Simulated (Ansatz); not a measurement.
Zn₃O₆H₆, a hydroxylated oxide cluster was relaxed with r2SCAN-D4 (def2-SVP) in Ansatz in these states: charge +1 doublet, charge -1 doublet, neutral singlet. The geometries follow in no particular order.

A:

```xyz
15

Zn    2.2700   -0.3221    1.7921
Zn    0.0099    0.0137   -0.0092
Zn   -2.2161    0.4063   -1.8414
O     1.2560    1.0865    1.0369
O    -1.9403   -0.0485   -0.0226
O     3.7992   -0.4881    2.7613
O     1.0437   -1.4074    0.8387
O    -3.5783    0.8529   -2.9594
O    -0.3241    0.4224   -1.8853
H     1.3628    2.0391    1.1417
H    -2.5865   -0.1390    0.6877
H     3.7806   -0.8333    3.6684
H     1.0419   -2.3644    0.7183
H    -4.1853    0.1766   -3.3020
H     0.2665    0.6053   -2.6252
```

B:

```xyz
15

Zn    1.4504   -2.5333    0.0585
Zn   -0.0116   -0.0092   -0.0645
Zn   -1.5180    2.4888   -0.1309
O     0.7720   -1.3203   -1.2633
O     0.3178    1.9121   -0.0842
O     2.3196   -4.1010   -0.0009
O     0.7379   -1.2180    1.2710
O    -2.5576    3.9498   -0.1670
O    -1.8574    0.5993   -0.1294
H     0.9089   -1.3233   -2.2142
H     1.0955    2.3994    0.2020
H     2.5357   -4.4288    0.8808
H     0.5107   -1.3201    2.1995
H    -2.0384    4.7632   -0.1812
H    -2.6656    0.1413   -0.3762
```

C:

```tsv
atom	x (Å)	y (Å)	z (Å)
Zn1	0.919	-1.070	-2.452
Zn2	0.039	-0.044	0.031
Zn3	-0.810	0.962	2.532
O4	0.262	-1.845	-0.784
O5	-1.689	0.559	0.813
O6	1.403	-1.727	-4.094
O7	0.754	0.728	-1.660
O8	-1.379	1.535	4.179
O9	0.899	0.409	1.769
H10	-0.545	-2.385	-0.836
H11	-2.062	1.323	0.341
H12	1.596	-0.951	-4.642
H13	1.589	1.207	-1.517
H14	-2.342	1.619	4.111
H15	1.366	-0.321	2.210
```

Question: Judge from the bond lengths which geometry belongs to which state (an estimate).

Answer: A is the charge +1 doublet (Zn1–Zn2 2.910 Å, Zn2–Zn3 2.910 Å, Zn3–O5 1.895 Å); B is the neutral singlet (Zn1–Zn2 2.919 Å, Zn2–Zn3 2.918 Å, Zn3–O5 1.925 Å); C is the charge -1 doublet (Zn1–Zn2 2.827 Å, Zn2–Zn3 2.827 Å, Zn3–O5 1.973 Å).

At r2SCAN-D4/def2-SVP the gap within one spin of the relaxed charge 1 doublet nearly closes, so an electron or hole may be smeared out by delocalisation error. At r2SCAN-D4/def2-SVP the highest occupied level of the relaxed charge -1 doublet lies above zero (up to 1.96 eV). Energy differences put its binding near zero (-0.03 eV; each at its own geometry, to the charge 0 singlet, at PBE0-D4/def2-TZVP), which leaves it undecided.
